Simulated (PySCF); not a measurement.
PySCF job for B(F)(H)(NHMe) (CH₅BFN), SMILES CNBF, TDDFT-PBE0/def2-SVPD. Geometry: PBE0-D3(BJ)/def2-SVP. The values are those of a single conformer.

```python
import numpy as np
from pyscf import gto, scf, dft, tdscf

mol = gto.M(
    atom='''
    B    -0.44485608    0.68100735    0.00000000
    F     0.12887046    1.89012462    0.00000000
    H    -1.65135002    0.59756535    0.00000000
    N     0.36199322   -0.45348508   -0.00000000
    C    -0.08675020   -1.82089915   -0.00000000
    H     1.36880299   -0.32511646   -0.00000000
    H     0.25938304   -2.37212064    0.89094876
    H     0.25938304   -2.37212064   -0.89094876
    H    -1.18522415   -1.84457546   -0.00000000
    ''',
    basis='def2-SVPD',
    charge=0,
    spin=0,
    symmetry=True,
    max_memory=1600,
    verbose=4,
)
mf = dft.RKS(mol, xc='pbe0').density_fit(auxbasis='def2-universal-jkfit')
mf.grids.level = 3
mf.conv_tol = 1e-9
mf.max_cycle = 100
mf.kernel()
mf.grids = dft.Grids(mol).set(level=1).build(with_non0tab=True)  # coarser grid for the response kernel
td = tdscf.TDDFT(mf)
td.singlet = True
td.nstates = 10
td.conv_tol = 1e-4
td.kernel(x0=td.get_init_guess(mf, 15))
td.analyze()
tt = tdscf.TDA(mf)
tt.singlet = False
tt.nstates = 4
tt.conv_tol = 1e-4
tt.kernel(x0=tt.get_init_guess(mf, 9))
tt.analyze(verbose=3)
```

Program output:

```
PySCF version 2.14.0

[INPUT] verbose = 4
[INPUT] num. atoms = 9
[INPUT] num. electrons = 32
[INPUT] charge = 0
[INPUT] spin (= nelec alpha-beta = 2S) = 0
[INPUT] symmetry True subgroup None
[INPUT] Mole.unit = angstrom
[INPUT] Symbol           X                Y                Z      unit          X                Y                Z       unit  Magmom
[INPUT]  1 B     -0.444856080000   0.681007350000   0.000000000000 AA   -0.840656156048   1.286917380316   0.000000000000 Bohr   0.0
[INPUT]  2 F      0.128870460000   1.890124620000   0.000000000000 AA    0.243529874947   3.571817873098   0.000000000000 Bohr   0.0
[INPUT]  3 H     -1.651350020000   0.597565350000   0.000000000000 AA   -3.120599273595   1.129234853030   0.000000000000 Bohr   0.0
[INPUT]  4 N      0.361993220000  -0.453485080000   0.000000000000 AA    0.684068044749  -0.856962602776   0.000000000000 Bohr   0.0
[INPUT]  5 C     -0.086750200000  -1.820899150000   0.000000000000 AA   -0.163934119251  -3.441000693953   0.000000000000 Bohr   0.0
[INPUT]  6 H      1.368802990000  -0.325116460000   0.000000000000 AA    2.586662769586  -0.614381067988   0.000000000000 Bohr   0.0
[INPUT]  7 H      0.259383040000  -2.372120640000   0.890948760000 AA    0.490162906957  -4.482658344028   1.683649147421 Bohr   0.0
[INPUT]  8 H      0.259383040000  -2.372120640000  -0.890948760000 AA    0.490162906957  -4.482658344028  -1.683649147421 Bohr   0.0
[INPUT]  9 H     -1.185224150000  -1.844575460000   0.000000000000 AA   -2.239749039720  -3.485742435494   0.000000000000 Bohr   0.0

nuclear repulsion = 112.181387614474
point group symmetry = Cs
symmetry origin: [-1.18107880e-09  1.18107857e-09  0.00000000e+00]
symmetry axis x: [ 1.00000000e+00 -8.57468227e-11  1.58301141e-19]
symmetry axis y: [-8.57468227e-11 -1.00000000e+00 -1.21194223e-18]
symmetry axis z: [ 1.49133130e-18 -1.21194264e-18  1.00000000e+00]
num. orbitals of irrep A' = 84
num. orbitals of irrep A" = 39
number of shells = 53
number of NR pGTOs = 173
number of NR cGTOs = 123
basis = def2-SVPD
ecp = {}


[settings echo left out]
init E= -220.451945913718
HOMO (A") = -0.311761926927834  LUMO (A") = -0.0333478880455069  gap/eV = 7.57603
cycle= 1 E= -220.220859160199  delta_E= 0.231  |g|= 0.445  |ddm|= 3.62
HOMO (A") = -0.242033760052095  LUMO (A') = 0.0278783264981888  gap/eV = 7.34468
cycle= 2 E= -220.196168152835  delta_E= 0.0247  |g|= 0.612  |ddm|= 1.14
HOMO (A") = -0.284360067841163  LUMO (A') = 0.0241150904558882  gap/eV = 8.39404
cycle= 3 E= -220.258489120081  delta_E= -0.0623  |g|= 0.0452  |ddm|= 0.568
HOMO (A") = -0.290688665791374  LUMO (A') = 0.0236919764136454  gap/eV = 8.55473
cycle= 4 E= -220.258820015312  delta_E= -0.000331  |g|= 0.0208  |ddm|= 0.0672
HOMO (A") = -0.28722838435642  LUMO (A') = 0.0242797066499487  gap/eV = 8.47657
cycle= 5 E= -220.258904230797  delta_E= -8.42e-05  |g|= 0.00747  |ddm|= 0.0215
HOMO (A") = -0.287957161148192  LUMO (A') = 0.0241273684643697  gap/eV = 8.49225
cycle= 6 E= -220.258916346069  delta_E= -1.21e-05  |g|= 0.00145  |ddm|= 0.00783
HOMO (A") = -0.287976369527978  LUMO (A') = 0.0241115562221723  gap/eV = 8.49235
cycle= 7 E= -220.258916807329  delta_E= -4.61e-07  |g|= 0.000246  |ddm|= 0.0019
HOMO (A") = -0.287978495286083  LUMO (A') = 0.0241168052654164  gap/eV = 8.49255
cycle= 8 E= -220.258916820012  delta_E= -1.27e-08  |g|= 7.02e-05  |ddm|= 0.000335
HOMO (A") = -0.287974779079466  LUMO (A') = 0.024115790354363  gap/eV = 8.49242
cycle= 9 E= -220.25891682126  delta_E= -1.25e-09  |g|= 8.21e-06  |ddm|= 8.89e-05
HOMO (A") = -0.28797548899396  LUMO (A') = 0.0241157977052082  gap/eV = 8.49244
cycle= 10 E= -220.25891682128  delta_E= -1.93e-11  |g|= 1.27e-06  |ddm|= 1.41e-05
HOMO (A") = -0.287975416542591  LUMO (A') = 0.0241158331141866  gap/eV = 8.49244
Extra cycle  E= -220.25891682128  delta_E= -1.71e-13  |g|= 1.17e-06  |ddm|= 4.05e-06
converged SCF energy = -220.25891682128
tot grids = 33144


******** <class 'pyscf.tdscf.rks.TDDFT'> for <class 'pyscf.df.df_jk.DFSymAdaptedRKS'> ********
nstates = 10 singlet
deg_eia_thresh = 1.000e-03
wfnsym = None
conv_tol = 0.0001
eigh lindep = 1e-12
eigh level_shift = 0
eigh max_cycle = 100


Excitation energies (eV)
[7.11117894 7.72799719 7.89847525 8.19208175 8.62226982 9.12165466
 9.31129004 9.35189698 9.65156658 9.77081821]

** Singlet excitation energies and oscillator strengths **
Excited State   1:   A"      7.11118 eV    174.35 nm  f=0.0005
      16 -> 17        0.69431
      16 -> 20        0.12184
Excited State   2:   A'      7.72800 eV    160.44 nm  f=0.1989
      16 -> 18        0.69699
Excited State   3:   A"      7.89848 eV    156.97 nm  f=0.0261
      16 -> 19        0.69446
      16 -> 20       -0.11384
Excited State   4:   A"      8.19208 eV    151.35 nm  f=0.0001
      16 -> 17        0.11978
      16 -> 19       -0.11256
      16 -> 20       -0.68029
Excited State   5:   A"      8.62227 eV    143.80 nm  f=0.0252
      15 -> 18        0.69805
Excited State   6:   A"      9.12165 eV    135.92 nm  f=0.0049
      16 -> 21        0.70005
Excited State   7:   A'      9.31129 eV    133.15 nm  f=0.0210
      15 -> 17       -0.67066
      15 -> 19        0.12183
      16 -> 22        0.15577
Excited State   8:   A'      9.35190 eV    132.58 nm  f=0.0516
      15 -> 17        0.15413
      16 -> 22        0.68574
Excited State   9:   A"      9.65157 eV    128.46 nm  f=0.0159
      16 -> 23       -0.68054
      16 -> 24       -0.10700
Excited State  10:   A'      9.77082 eV    126.89 nm  f=0.0145
      15 -> 17       -0.11689
      15 -> 19       -0.67681
      15 -> 20       -0.10419

** Transition electric dipole moments (AU) **
state          X           Y           Z        Dip. S.      Osc.
  1        -0.0000      0.0000     -0.0559      0.0031      0.0005
  2        -0.4432      0.9241      0.0000      1.0504      0.1989
  3         0.0000      0.0000      0.3671      0.1348      0.0261
  4         0.0000      0.0000     -0.0229      0.0005      0.0001
  5        -0.0000     -0.0000     -0.3454      0.1193      0.0252
  6        -0.0000      0.0000     -0.1486      0.0221      0.0049
  7        -0.1894      0.2372     -0.0000      0.0921      0.0210
  8         0.0577      0.4711     -0.0000      0.2252      0.0516
  9        -0.0000     -0.0000     -0.2597      0.0674      0.0159
 10         0.0961      0.2269     -0.0000      0.0607      0.0145

** Transition velocity dipole moments (imaginary part, AU) **
state          X           Y           Z        Dip. S.      Osc.
  1         0.0000      0.0000     -0.0245      0.0006      0.0015
  2        -0.1262      0.2611      0.0000      0.0841      0.1975
  3         0.0000      0.0000      0.1201      0.0144      0.0331
  4         0.0000      0.0000     -0.0152      0.0002      0.0005
  5         0.0000     -0.0000     -0.1125      0.0126      0.0266
  6        -0.0000     -0.0000     -0.0527      0.0028      0.0055
  7        -0.0647      0.0807      0.0000      0.0107      0.0208
  8         0.0161      0.1576      0.0000      0.0251      0.0487
  9        -0.0000     -0.0000     -0.0966      0.0093      0.0176
 10         0.0348      0.0826      0.0000      0.0080      0.0149

** Transition magnetic dipole moments (imaginary part, AU) **
state          X           Y           Z
  1         0.5592     -0.2327      0.0000
  2         0.0000     -0.0000     -0.2420
  3         0.5228     -0.0144     -0.0000
  4         0.0665      0.2105     -0.0000
  5         0.4152      1.4237      0.0000
  6        -0.1211     -0.2565      0.0000
  7        -0.0000      0.0000     -0.2915
  8        -0.0000      0.0000      0.4181
  9         0.7804      0.0163     -0.0000
 10         0.0000      0.0000      0.5869


******** <class 'pyscf.tdscf.rks.TDA'> for <class 'pyscf.df.df_jk.DFSymAdaptedRKS'> ********
nstates = 4 triplet
deg_eia_thresh = 1.000e-03
wfnsym = None
conv_tol = 0.0001
eigh lindep = 1e-12
eigh level_shift = 0
eigh max_cycle = 100


Excitation energies (eV)
[6.07018451 6.90988885 7.71212761 7.76038565]

** Triplet excitation energies and oscillator strengths **
Excited State   1:   A'      6.07018 eV    204.25 nm  f=0.0000
Excited State   2:   A"      6.90989 eV    179.43 nm  f=0.0000
Excited State   3:   A"      7.71213 eV    160.77 nm  f=0.0000
Excited State   4:   A"      7.76039 eV    159.77 nm  f=0.0000
```

Self-consistency was reached.

Cost: about 110 core-seconds (a rough figure).
